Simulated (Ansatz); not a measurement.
Reaction (ligand exchange at the Si–C bond): `FC(F)[SiH3]` + `N=[CH][SnH3]` → `[SiH3]/N=[CH]\[SnH3]` + difluoromethane

Isolated molecules relaxed with PBE0-D4/def2-TZVP in Ansatz; ΔE leaves out vibrations. CCSD(T)/CBS adds triple-zeta CCSD(T) − MP2 to the extrapolated MP2 energy (def2 sets, frozen cores). This one scheme is used for every species. DFT in def2-TZVPP. Elements past krypton have def2 core potentials. For Sn outer-core shells are correlated without core-valence functions, which leaves a few kJ/mol of doubt a bond. One conformer a species, not always the lowest.

Problem. Is it downhill or uphill in electronic energy at CCSD(T)/CBS, and by how much? (Estimate.)

Solution. Computed: Downhill: ΔE = -68.3 kJ/mol.

Problem. What do these levels give: r2SCAN-D4, PBE0-D4, B2PLYP, CCSD/def2-TZVPP, CCSD(T)/def2-TZVPP, CCSD/CBS(def2)? (Estimate.)

Solution. The calculation gave: r2SCAN-D4 -68.4, PBE0-D4 -67.0, B2PLYP -69.0, CCSD/def2-TZVPP -67.5, CCSD(T)/def2-TZVPP -68.5, CCSD/CBS(def2) -67.4 kJ/mol.

Largest T1 diagnostic among the species: 0.015.

The D4 term adds −6.5 kJ/mol with B3LYP and −3.7 kJ/mol with PBE0; it sums over pairs of atoms, weighted by their polarisabilities, and B3LYP, whose exchange is more repulsive, gets the larger term. From PBE to PBE0 (25 % exact exchange), in def2-TZVPP and without D4, ΔE moves by −3.5 kJ/mol.

B3LYP here is the variant with VWN-RPA as its local correlation; programs differ in this.
